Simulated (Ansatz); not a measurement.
CH$_{4}$BGaO$_{2}$ (`[OH][Ga]1[BH]O[CH2]1`), relaxed with RKS PBE0-D4/def2-TZVP in Ansatz 0.2.0 from a GFN2-xTB geometry. The force threshold is 0.005 eV/Å; the program also tests the step.

Charge 0, multiplicity 1.

Start:

```xyz
9

O    -0.421   -1.872    1.951
Ga    0.071   -0.999    0.536
B     0.976   -0.109   -1.535
O     0.347    0.916   -1.188
C    -0.443    1.205   -0.079
H    -0.704   -2.332    2.737
H     1.634   -0.356   -2.453
H    -1.446    1.485   -0.419
H    -0.014    2.061    0.451
```

Problem. How much energy does the relaxation release, and in how many steps? (Estimate.)

Solution. Computed: 1.12 eV, in 19 steps, 2 of them rejected.

Problem. Which bonds change most? (An estimate is asked.)

Solution. Ansatz gave: Ga2–B3 from 2.429 to 2.109 Å; Ga2–C5 from 2.345 to 2.048 Å; B3–O4 from 1.252 to 1.344 Å; O4–C5 from 1.392 to 1.464 Å.

Problem. Give the relaxed structure. (Best estimate.)

Solution. Ansatz gave: 
```xyz
9

O    -0.227   -2.026    1.737
Ga    0.098   -0.867    0.422
B     0.936   -0.215   -1.400
O     0.339    0.975   -1.216
C    -0.445    1.066    0.017
H    -0.790   -1.688    2.437
H     1.609   -0.433   -2.361
H    -1.477    1.302   -0.252
H    -0.044    1.886    0.616
```
